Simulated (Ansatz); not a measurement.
A nudged elastic band was laid between two geometries of Cl2Zn + H (4 atoms, charge 0, multiplicity 2).

All numbers below come from Ansatz, UKS revPBE/def2-SVP.

| Property | Result |
| --- | --- |
| movable images | 7 |
| climbing image | yes |
| spring | 5.0 eV/Å² |
| optimiser | quadratic models (default) |
| start path | through a guess of the saddle point |
| force threshold | 0.05 eV/Å |
| iteration limit | 60 |
| end points | relaxed |

Initial state:

```xyz
4
Properties=species:S:1:pos:R:3
Zn 0.000 0.000 -0.391
Cl 0.000 0.000 1.727
Cl 0.000 0.000 -2.508
H 0.000 0.000 5.581
```

Final state:

```xyz
4
Properties=species:S:1:pos:R:3
Zn 0.000 0.000 -0.453
Cl 0.001 0.000 3.104
Cl 0.000 0.000 -2.645
H 0.000 0.000 4.405
```

(1) Which bonds break or form, and what moves?

(2) Give the energies along the band, and the barrier.

(3) What is the geometry of the highest image?

(4) What are the harmonic wavenumbers there?

## Answers

(1) Bonds broken: Zn1–Cl2. Bonds formed: Cl2–H4. Cl2Zn + H becomes ClH + ClZn.

(2) The forces met the threshold. The highest image is number 5 of 0 to 8, 0.262 eV above the first end and 0.441 eV above the last; the last end lies 0.179 eV below the first. A vibrational analysis at the climbing image gives one clearly imaginary mode, 635i cm⁻¹: a first-order saddle point.

```tsv
image	path coordinate (Å)	energy (eV)	Zn1–Cl2 (Å)	Cl2–H4 (Å)
0	0.00	0.000	2.12	3.85
1	0.35	0.003	2.12	3.45
2	0.71	0.014	2.12	3.04
3	1.06	0.045	2.12	2.63
4	1.42	0.127	2.13	2.21
5	1.77	0.262	2.24	1.74
6	2.18	-0.079	2.72	1.34
7	2.60	-0.166	3.14	1.31
8	3.01	-0.179	3.56	1.30
```

(3) 
```xyz
4
Properties=species:S:1:pos:R:3
Zn 0.000 0.000 0.084
Cl 0.000 0.000 2.322
Cl 0.000 0.000 -2.057
H 0.000 0.000 4.061
```

(4) 635i, 38, 38, 143, 143, 361, 448 cm⁻¹.

Time of the run: 3 min on 2 threads of Intel(R) Xeon(R) Platinum 8259CL CPU @ 2.50GHz (Skylake/Cascade Lake), on a shared host, peak memory 0.19 GiB.
